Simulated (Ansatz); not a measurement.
W6S15, a cluster was relaxed with PBE-D4 (def2-SVP) in Ansatz in these states: neutral singlet, neutral triplet. The geometries follow in no particular order.

In the def2 sets W takes a core potential; there is no spin–orbit coupling. Single mean-field runs in def2-SVP are fitted with def2-universal-jkfit.

A:

```xyz
21

W    -0.899   -3.325    0.231
W    -0.544   -0.582    1.508
W    -0.216    2.043    2.775
W     0.087   -1.052   -1.339
W     0.457    1.634   -0.169
W     1.115    1.282   -3.005
S     1.153   -2.231    0.533
S    -2.123   -1.405   -0.330
S    -1.638   -4.293    2.110
S    -0.761   -4.588   -1.504
S     1.512    0.682    1.959
S    -1.764    1.508    1.096
S    -1.292   -1.919    3.068
S     0.332    4.214    2.773
S    -0.911    1.234    4.641
S     2.249    0.309   -1.198
S    -1.026    1.136   -2.061
S     0.428   -1.813   -3.361
S     0.864    3.733    0.293
S     1.672    3.355   -3.136
S     1.306    0.078   -4.883
```

B:

```xyz
21

W     3.293   -0.696    0.145
W     0.621   -1.764   -0.299
W    -2.137   -2.650   -0.715
W     0.959    1.213    0.325
W    -1.919    0.159   -0.134
W    -1.391    3.198    0.520
S     1.538   -0.696    1.758
S     1.828   -0.022   -1.612
S     5.166   -1.930    0.059
S     4.318    1.195    0.611
S    -1.414   -1.722    1.318
S    -1.121   -1.040   -2.089
S     2.455   -3.110   -0.411
S    -4.130   -3.410   -1.039
S    -0.431   -4.077   -0.853
S    -1.014    1.337    1.906
S    -0.730    1.997   -1.389
S     1.870    3.131    0.788
S    -4.053    0.232   -0.303
S    -3.484    3.657    0.432
S    -0.223    4.998    0.981
```

Judge from the bond lengths which geometry belongs to which state (an estimate).

A is the neutral singlet (W1–S13 3.190 Å, W3–S19 3.190 Å, W2–W5 2.954 Å); B is the neutral triplet (W1–S13 2.615 Å, W3–S19 3.485 Å, W2–W5 3.190 Å).
